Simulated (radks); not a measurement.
Results of a calculation; reference values are marked as such.
The neodymium ion Nd3+, 57 electrons, occupied as [Xe] 4f3. Level of theory: Dirac Kohn-Sham, PBE, spin-unpolarised, spherical densities, finite nucleus; open shells are shared between the two j in proportion to 2j + 1; Fermi nuclear charge, rms radius 4.9123 fm (a radial shooting solver on a logarithmic mesh with Libxc functionals).

X-ray form factor f0, the Fourier transform of the density (f0(0) = 57):

| sin(theta)/lambda (1/angstrom) | f0 (electrons) |
|---|---|
| 0.05 | 56.324 |
| 0.1 | 54.429 |
| 0.15 | 51.660 |
| 0.2 | 48.444 |
| 0.25 | 45.155 |
| 0.3 | 42.042 |
| 0.4 | 36.713 |
| 0.5 | 32.470 |
| 0.6 | 28.952 |
| 0.8 | 23.391 |
| 1 | 19.556 |
| 1.25 | 16.501 |
| 1.5 | 14.296 |
| 2 | 10.483 |
